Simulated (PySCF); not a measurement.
Assigning NMR signals

Geometry:
```json
{"atom": "C1", "x (Å)": "-2.746", "y (Å)": "1.591", "z (Å)": "0.463"}
{"atom": "C2", "x (Å)": "-2.612", "y (Å)": "0.325", "z (Å)": "-0.385"}
{"atom": "C3", "x (Å)": "-1.318", "y (Å)": "-0.378", "z (Å)": "-0.086"}
{"atom": "C4", "x (Å)": "-1.236", "y (Å)": "-1.292", "z (Å)": "0.956"}
{"atom": "C5", "x (Å)": "-0.032", "y (Å)": "-1.907", "z (Å)": "1.251"}
{"atom": "C6", "x (Å)": "1.100", "y (Å)": "-1.612", "z (Å)": "0.514"}
{"atom": "C7", "x (Å)": "1.040", "y (Å)": "-0.703", "z (Å)": "-0.536"}
{"atom": "C8", "x (Å)": "2.264", "y (Å)": "-0.358", "z (Å)": "-1.317"}
{"atom": "Si9", "x (Å)": "3.202", "y (Å)": "1.080", "z (Å)": "-0.482"}
{"atom": "C10", "x (Å)": "-0.175", "y (Å)": "-0.092", "z (Å)": "-0.817"}
{"atom": "H11", "x (Å)": "-2.722", "y (Å)": "1.342", "z (Å)": "1.522"}
{"atom": "H12", "x (Å)": "-3.684", "y (Å)": "2.098", "z (Å)": "0.247"}
{"atom": "H13", "x (Å)": "-1.925", "y (Å)": "2.274", "z (Å)": "0.256"}
{"atom": "H14", "x (Å)": "-3.452", "y (Å)": "-0.339", "z (Å)": "-0.172"}
{"atom": "H15", "x (Å)": "-2.651", "y (Å)": "0.595", "z (Å)": "-1.443"}
{"atom": "H16", "x (Å)": "-2.119", "y (Å)": "-1.527", "z (Å)": "1.533"}
{"atom": "H17", "x (Å)": "0.024", "y (Å)": "-2.622", "z (Å)": "2.059"}
{"atom": "H18", "x (Å)": "2.039", "y (Å)": "-2.093", "z (Å)": "0.748"}
{"atom": "H19", "x (Å)": "1.991", "y (Å)": "-0.073", "z (Å)": "-2.333"}
{"atom": "H20", "x (Å)": "2.919", "y (Å)": "-1.227", "z (Å)": "-1.386"}
{"atom": "H21", "x (Å)": "2.328", "y (Å)": "2.253", "z (Å)": "-0.427"}
{"atom": "H22", "x (Å)": "4.396", "y (Å)": "1.382", "z (Å)": "-1.275"}
{"atom": "H23", "x (Å)": "3.587", "y (Å)": "0.683", "z (Å)": "0.873"}
{"atom": "H24", "x (Å)": "-0.230", "y (Å)": "0.618", "z (Å)": "-1.631"}
```

PySCF calculation with geometry: GFN2-xTB and shielding tensors at PBE0/pcSseg-1 (GIAO); in vacuum, a single conformation, no relativistic terms, rapidly exchanging positions averaged.

Chemical shifts δ = σref − σ; ¹³C and ¹H vs TMS, all at this level.

Question: Assign these signals to the numbered atoms. ¹³C{¹H} NMR (computed): δ 151.8 (C), 146.4 (C), 134.7 (CH), 132.3 (CH), 130.1 (CH), 129.7 (CH), 35.2 (CH2), 22.4 (CH3), 21.6 (CH2).

Answer: 
```tsv
δ (ppm)	atoms	environment	reason
151.8	C3	substituted aromatic carbon	–
146.4	C7	substituted aromatic carbon	–
134.7	C5	aromatic CH	the aromatic region
132.3	C10	aromatic CH	–
130.1	C6	aromatic CH	–
129.7	C4	aromatic CH	–
35.2	C2	sp3 CH2 on an aromatic ring	aliphatic region, no heteroatom directly attached
22.4	C1	methyl carbon	saturated and bonded to C and H only
21.6	C8	sp3 CH2 bonded to Si, on an aromatic ring	–
```

C6 and C4; C1 and C8 lie closer than the usual error of such a calculation, so a measured spectrum could show them in the other order.

Question: Assign these signals to the numbered atoms. ¹H NMR (400 MHz, computed): δ 7.52 (m, 1H), 7.25 (d, 1H), 7.24 (s, 1H), 7.21 (d, 1H), 3.92 (t, 3H), 2.61 (q, 2H), 2.35 (q, 2H), 1.21 (t, 3H).

Answer: 
7.52 → H17, hydrogen on an aromatic CH: aromatic region
7.25 → H18, hydrogen on an aromatic CH
7.24 → H24, hydrogen on an aromatic CH
7.21 → H16, hydrogen on an aromatic CH
3.92 → H21/H22/H23, hydrogen on a silicon bonded to C
2.61 → H14/H15, hydrogen on an sp3 CH2 on an aromatic ring: benzylic-type position, deshielded by the ring
2.35 → H19/H20, hydrogen on an sp3 CH2 bonded to Si, on an aromatic ring: benzylic-type position, deshielded by the ring
1.21 → H11/H12/H13, hydrogen on a methyl carbon

H18 and H24; H24 and H16 lie closer than the usual error of such a calculation, so a measured spectrum could show them in the other order.

Shifts are as computed. Against solution values, carbons near 30 ppm lie about +3 ppm off and those near 130 ppm about +5 ppm. Of 1211 compounds with measured shifts, 218 miss one by over three times the rms of a fit or turn the order of signals round; such compounds aren't used in these exercises. Multiplicities follow the n + 1 count of equivalent neighbours, as no J values were calculated; m marks all less simple cases, F and P coupling included.
